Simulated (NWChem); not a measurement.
Program: NWChem. System: GeI, charge 0, spin multiplicity 2, at a geometry optimised with UPBE0/def2-SVP with def2 effective core potentials on I. The structure started from a generated list of species. Its SCF solution wasn't tested for a lower state. Level: UMP2/def2-QZVP with def2 effective core potentials on I, 13 core orbitals frozen.

Job file:

```
start mol
memory heap 200 mb stack 900 mb global 1100 mb
geometry units angstroms nocenter noautoz
  Ge     0.000000     0.000000     1.579643
  I      0.000000     0.000000    -0.953747
  symmetry group C2v
end
basis spherical
  * library def2-qzvp
end
ecp
  I library def2-ecp
end
scf
  uhf
  nopen 1
  maxiter 100
  thresh 1e-7
  semidirect memsize 60000000 filesize 0
  # guess.movecs holds the orbitals of an unrestricted PBE0 run
  vectors input guess.movecs output mol.movecs
end
mp2
  freeze core 13
end
task mp2 energy
```

Output (cleaned and shortened):

```
             Northwest Computational Chemistry Package (NWChem) 7.3.0
             --------------------------------------------------------

                                NWChem Input Module
                                -------------------

 Scaling coordinates for geometry "geometry" by  1.889725989
 (inverse scale =  0.529177249)

 Turning off AUTOSYM since
 SYMMETRY directive was detected!

                             Geometry "geometry" -> ""
                             -------------------------

 Output coordinates in angstroms (scale by  1.889725989 to convert to a.u.)

  No.       Tag          Charge          X              Y              Z
 ---- ---------------- ---------- -------------- -------------- --------------
    1 Ge                  32.0000     0.00000000     0.00000000     1.57964300
    2 I                   53.0000     0.00000000     0.00000000    -0.95374700

 Effective nuclear repulsion energy (a.u.)     354.2623181995

            Nuclear Dipole moment (a.u.)
            ----------------------------
        X                 Y               Z
 ---------------- ---------------- ----------------
     0.0000000000     0.0000000000    -0.0000283459

      Symmetry information
      --------------------

 Group name             C2v
 Group number             16
 Group order               4
 No. of unique centers     2

      Symmetry unique atoms

     1    2


 Summary of "ao basis" -> "" (spherical)
 ------------------------------------------------------------------------------
       Tag                 Description            Shells   Functions and Types
 ---------------- ------------------------------  ------  ---------------------
 *                         def2-qzvp                  on all atoms

 Summary of "ao basis" -> "ao basis" (spherical)
 ------------------------------------------------------------------------------
       Tag                 Description            Shells   Functions and Types
 ---------------- ------------------------------  ------  ---------------------
 Ge                        def2-qzvp                25       75   11s7p4d2f1g
 I                         def2-qzvp                22       82   7s6p4d4f1g

                                 NWChem SCF Module
                                 -----------------

  ao basis        = "ao basis"
  functions       =   157
  atoms           =     2
  alpha electrons =    29
  beta  electrons =    28
  charge          =   0.00
  wavefunction    = UHF
  use symmetry    = T
  symmetry adapt  = T

 Summary of "ao basis" -> "ao basis" (spherical)
 ------------------------------------------------------------------------------
       Tag                 Description            Shells   Functions and Types
 ---------------- ------------------------------  ------  ---------------------
 Ge                        def2-qzvp                25       75   11s7p4d2f1g
 I                         def2-qzvp                22       82   7s6p4d4f1g

      Symmetry analysis of basis
      --------------------------

        a1         65
        a2         18
        b1         37
        b2         37

 Forming initial guess at       0.2s

   Symmetry analysis of molecular orbitals - initial alpha
   -------------------------------------------------------

  Numbering of irreducible representations:

     1 a1          2 a2          3 b1          4 b2

  Orbital symmetries:

     1 a1          2 a1          3 b2          4 b1          5 a1
     6 a1          7 a1          8 a1          9 b2         10 b1
[...]
    2 I   25    12.60   0.35  0.01  0.58  0.09  0.42  0.44  0.07  2.71  0.01  0.36  0.94  1.26  0.33  4.50  0.44  0.07  0.01  0.00  0.00  0.00  0.00  0.00

   Mulliken analysis of the beta density
   -------------------------------------

    Atom       Charge   Shell Charges
 -----------   ------   -------------------------------------------------------
    1 Ge  32    15.39   0.95 -0.02  0.07  0.46  0.47  0.13  0.56  0.35  0.25  0.53  0.21  2.98  0.02  2.04  0.95  0.10  0.24  0.06  4.18  0.72  0.11  0.03  0.00  0.01  0.00
    2 I   25    12.61   0.35  0.01  0.58  0.09  0.41  0.44  0.08  2.71  0.01  0.36  0.92  1.26  0.35  4.50  0.44  0.07  0.01  0.00  0.00  0.00  0.00  0.00

   Mulliken analysis of the spin density
   -------------------------------------

    Atom       Charge   Shell Charges
 -----------   ------   -------------------------------------------------------
    1 Ge  32     1.01  -0.00 -0.00  0.00 -0.00 -0.00  0.00 -0.00 -0.00 -0.02  0.04  0.01  0.00  0.00  0.01 -0.01  0.18  0.56  0.22 -0.01  0.00  0.01  0.01 -0.00 -0.00 -0.00
    2 I   25    -0.01   0.00  0.00  0.00 -0.00  0.00 -0.00 -0.01  0.00  0.00  0.00  0.01 -0.01 -0.02  0.00  0.00  0.00  0.00  0.00  0.00  0.00  0.00  0.00

       Multipole analysis of the density wrt the origin
       ------------------------------------------------

     L   x y z        total         alpha         beta         nuclear
     -   - - -        -----         -----         ----         -------
     0   0 0 0     -0.000000    -29.000000    -28.000000     57.000000

     1   1 0 0      0.000000     -0.000000      0.000000      0.000000
     1   0 1 0      0.000000      0.000000      0.000000      0.000000
     1   0 0 1      0.693611    -26.262126    -23.509208     50.464945

     2   2 0 0    -35.215332    -20.526726    -14.688607      0.000000
     2   1 1 0     -0.000000      0.000000     -0.000000      0.000000
     2   1 0 1      0.000000     -0.000000      0.000000      0.000000
     2   0 2 0    -31.739988    -16.646704    -15.093285      0.000000
     2   0 1 1      0.000000      0.000000      0.000000      0.000000
     2   0 0 2    -32.179256   -204.477833   -194.055260    366.353837

                   NWChem MP2 Semi-direct Energy/Gradient Module
                   ---------------------------------------------

  Basis functions       =    157
  Molecular orbitals    =    157
  Frozen core           =     13
  Frozen virtuals       =      0
  Active alpha occupied =     16
  Active beta occupied  =     15
  Active alpha virtual  =    128
  Active beta virtual   =    129
  Use MO symmetry       = T
  Use skeleton AO sym   = T

  AO/Fock/Back tols     =   1.0D-09  1.0D-09  1.0D-09

 GA uses MA = F    GA memory limited = T

 Available:
  local mem=  1.26D+08
 global mem=  1.44D+08
 local disk=  0.00D+00
  mp2_memr nvloc                   128
  nvloc new                   128
   1 passes of  16:        7340032                     219489                  83614503.
   1 passes of  16: M    126110008           G      144129902           F     118769976.

 Semi-direct pass number   1 of   1  for UHF alpha       at       13.8s
  vrange nnbf                 12002
  mp2_eaftype                   318  avail_ma_in_mb                  1099
 EAF : mp2_eaftype filesize         318   41807252.
  mp2_eaf for mointskh                    318
Node 0 wrote    196.6 Mb in      0.3 s     Agg I/O rate:   756.7 Mb/s
 Done moints_semi at       40.4s
  mp2_eaftype                   318  avail_ma_in_mb                   781
 EAF : mp2_eaftype filesize         318   41807252.
  mp2_eaf for kh                   318
 Done maket at       40.8s
 Done multipass loop at       40.8s

 GA uses MA = F    GA memory limited = T

 Available:
  local mem=  1.26D+08
 global mem=  1.44D+08
 local disk=  0.00D+00
  mp2_memr nvloc                   129
  nvloc new                   129
   1 passes of  15:        7340032                     210153                  79003335.
   1 passes of  15: M    126110008           G      144129902           F     118769976.

 Semi-direct pass number   1 of   1  for UHF beta        at       41.0s
  vrange nnbf                 12002
  mp2_eaftype                   301  avail_ma_in_mb                  1099
 EAF : mp2_eaftype filesize         301   39501668.
  mp2_eaf for mointskh                    301
Node 0 wrote    185.8 Mb in      0.2 s     Agg I/O rate:   830.8 Mb/s
 Done moints_semi at       67.3s
  mp2_eaftype                   301  avail_ma_in_mb                   798
 EAF : mp2_eaftype filesize         301   39501668.
  mp2_eaf for kh                   301
 Done maket at       67.7s
 Done multipass loop at       67.7s

          -------------------------------------------
          SCF energy               -2372.090670327337
          Correlation energy          -0.922364721639
          Singlet pairs                0.000000000000
          Triplet pairs                0.000000000000
          Total MP2 energy         -2373.013035048977
          -------------------------------------------

          ---------------------------------------------------
                    Spin Component Scaled (SCS) MP2
          Same spin pairs                     -0.326808296486
          Same spin scaling factor             0.333333333333
          Opposite spin pairs                 -0.595556425153
          Opposite spin scaling fact.          1.200000000000
          SCS-MP2 correlation energy          -0.823603809012
          Total SCS-MP2 energy             -2372.914274136350
          ---------------------------------------------------

 -----------------------
 Performance information
 -----------------------

 Timer overhead =  9.66D-08 seconds/call

               Nr. of calls         CPU time (s)                 Wall time (s)                GFlops
             ---------------    -------------------     ------------------------------   -------------------
Name         Min   Avg   Max    Min     Avg     Max     Min     Avg     Max   Mx/calls   Min     Max     Sum
mp2: moin     2     2     2    53.     53.     53.      53.     53.     53.     26.      0.0     0.0     0.0
mp2: make     2     2     2   0.92    0.92    0.92     0.92    0.92    0.92    0.46      0.0     0.0     0.0
mp2: tota     1     1     1    54.     54.     54.      54.     54.     54.     54.      0.0     0.0     0.0

 The average no. of pstat calls per process was 5.00D+00
 with a timing overhead of 4.83D-07s

 Task  times  cpu:       67.7s     wall:       67.7s

 Total times  cpu:       67.7s     wall:       67.7s
```
